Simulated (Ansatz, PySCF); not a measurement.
Reaction (SMILES): [Cl][In][Cl] -> [Cl][In][Cl] as singlet, charge +1 + e-
Structures are relaxed separately at B3LYP-D3(BJ)/def2-TZVP in Ansatz (an electronic-structure program). A spin state is the lowest found, not a proven ground state.

Quantity: adiabatic ionisation energy (0 K, with B3LYP-D3(BJ) harmonic zero-point energies from PySCF), in eV. Correlated levels leave the core frozen unless marked. UHF or UKS for open shells. No spin-orbit coupling. Frozen are the shells of the preceding noble gas and the d and f shells that filled before the atom's block. Past Kr the def2 sets carry scalar-relativistic core potentials. CBS(X,Y): correlation extrapolated as X^-3; Hartree-Fock from the larger set. The bracket is a focal-point correction in the basis named.

| level | program | adiabatic ionisation energy (eV) |
|---|---|---|
| revPBE/def2-TZVPD | Ansatz | [?] |
| r2SCAN/def2-TZVPD | Ansatz | 8.25 |
| PBE0-D3(BJ)/def2-TZVP | Ansatz + dftd3 | 8.14 |
| PBE0-D4/def2-TZVPD | Ansatz + dftd4 | 8.16 |
| PBE0/def2-TZVP | Ansatz | 8.14 |
| BHLYP/def2-TZVPD | Ansatz | 8.19 |
| PW6B95-D4/def2-TZVPD | PySCF + dftd4 | 8.16 |
| PW6B95/def2-TZVPD | PySCF | 8.16 |
| HSE06-D4/def2-TZVPD | Ansatz + dftd4 | [?] |
| wB97M-V/def2-TZVPD | Ansatz | 8.09 |
| B2GP-PLYP-D4/def2-TZVPD | Ansatz + dftd4 | 8.09 |
| RPA@PBE/def2-TZVPP | Ansatz | [?] |
| RPA@PBE/def2-QZVPP | Ansatz | [?] |
| SCS-MP2/def2-SVPD | Ansatz | 8.16 |
| CCSD/def2-SVP | Ansatz | 7.86 |
| RI-MP2/CBS(def2-TZVPPD,def2-QZVPPD)+[CCSD(T)-MP2]/def2-TZVPPD | Ansatz | 8.02 |

Question: Some entries are withheld; supply them.

Answer: 
- revPBE/def2-TZVPD, adiabatic ionisation energy (eV): 8.13
- HSE06-D4/def2-TZVPD, adiabatic ionisation energy (eV): 8.15
- RPA@PBE/def2-TZVPP, adiabatic ionisation energy (eV): 8.20
- RPA@PBE/def2-QZVPP, adiabatic ionisation energy (eV): 8.34
